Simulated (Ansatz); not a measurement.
silylarsine (H$_{5}$AsSi), singlet, geometry from GFN2-xTB; PBE0/6-31G** (Ansatz, a program for electronic structure).

The Ansatz input:
Ansatz 0.2 input:
```yaml
crystal:
  periodic: [false, false, false]
  atoms:
    - {symbol: Si, position_ang: [-1.49296222, 0.17053097, 0.31614310]}
    - {symbol: As, position_ang: [0.75371282, -0.07592101, -0.21903957]}
    - {symbol: H, position_ang: [-2.29367511, -0.77990177, -0.46688108]}
    - {symbol: H, position_ang: [-1.93901103, 1.52536083, -0.03432123]}
    - {symbol: H, position_ang: [-1.81909019, -0.04494677, 1.73089424]}
    - {symbol: H, position_ang: [0.88634284, -1.32044560, 0.60966261]}
    - {symbol: H, position_ang: [1.19438155, 0.73789324, 0.96294779]}
basis:
  gaussian:
    orbitals: 6-31G__.json
hamiltonian:
  xc: pbe0
```
The basis file holds 6-31G** in the JSON format of the Basis Set Exchange.

Question: Write the output that Ansatz gives for this input, abridged.

Answer: 
```
Functional definition: PBE0
754 factors; integrals over basis functions are off by at most 1.4e-3 eV
mean field evaluation 1: about -68780.9489 eV, gradient 9.6e0 eV
mean field evaluation 2: about -68781.1654 eV, gradient 4.5e0 eV
mean field evaluation 4: about -68781.2267 eV, gradient 2.0e-1 eV
mean field evaluation 8: about -68781.2570 eV, gradient 5.1e-3 eV
mean field -68781.25696591 eV, -2527.6645718869 hartree, gradient 2.5e-5 eV, S^2 0.000000; 0 other end points of the search recorded, 0 dependent functions left out
reference -68781.25699121 eV, -2527.6645728164 hartree; 26, 26 occupied and 53, 53 virtual orbitals, 754 factors
Total energy: -68781.25699121 eV, -2527.6645728164 hartree
```
